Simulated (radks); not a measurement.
Results of a calculation; reference values are marked as such.
Q: The dysprosium ion Dy4+, configuration [Kr] 4d10 4f8.25 5s2 5p5.75 (fractional occupations, a model configuration). Code: a radial shooting solver on a logarithmic mesh with Libxc functionals. Model: scalar-relativistic Kohn-Sham, exchange-only B88, spin-polarised, spherical densities, point nucleus; open shells are filled with parallel spins first (spin-orbit coupling, left out, can overturn this in heavy ions). Some entries of the table are withheld. Estimate them.

orbital  occ.  eigenvalue (eV)  <r^2> (bohr^2)
1s up       1        -53719.29       0.0006092
1s down     1        -53719.27       0.0006092
2s up       1        -8988.156        0.009519
2s down     1        -8988.088        0.009518
2p up       3        -7980.494        0.007707
2p down     3        -7980.437        0.007706
3s up       1        -2042.444         0.06291
3s down     1        -2039.839         0.06281
3p up       3        -1733.200         0.06320
3p down     3        -1730.601         0.06308
3d up       5        -1335.304         0.05291
3d down     5        -1333.312         0.05277
4s up       1        -447.4149          0.3156
4s down     1        -441.5556          0.3157
4p up       3        -345.3412          0.3564
4p down     3        -339.5537          0.3568
4d up       5              (1)          0.4246
4d down     5              (2)          0.4264
5s up       1         -94.6348             (3)
5s down     1         -91.5723             (4)
5p up       3         -68.6715             (5)
5p down  2.75         -66.3284             (6)
4f up       7         -54.4169          0.7333
4f down  1.25         -49.1678          0.7860

A: 
(1) 4d up eigenvalue (eV): -206.3447
(2) 4d down eigenvalue (eV): -200.6460
(3) 5s up <r^2> (bohr^2): 1.734
(4) 5s down <r^2> (bohr^2): 1.780
(5) 5p up <r^2> (bohr^2): 2.280
(6) 5p down <r^2> (bohr^2): 2.361
